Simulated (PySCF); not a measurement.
A calculated (r2SCAN, PySCF 2.14, ANO-RCC-VTZP, the spin-free X2C one-electron Hamiltonian (Gaussian nucleus)) atom or ion has these occupied shells.

```csv
shell,electrons,orbital energy (eV),"rms radius, mean of both spins (bohr)"
1s,2,-80558.8,0.0190
2s,2,-14248.8,0.0769
2p,6,-12373.2,0.0705
3s,2,-3382.4,0.196
3p,6,-2832.7,0.199
3d,10,-2219.0,0.181
4s,2,-747.36,0.433
4p,6,-565.16,0.461
4d,10,-338.62,0.493
5s,2,-118.53,0.990
4f,14,-90.745,0.549
5p,6,-70.188,1.14
5d,10,-15.465,1.71
```

Task: Name the element and its charge.

Result: Au⁺ (gold, charge +1), in [Xe] 4f14 5d10, closed-shell 1S.
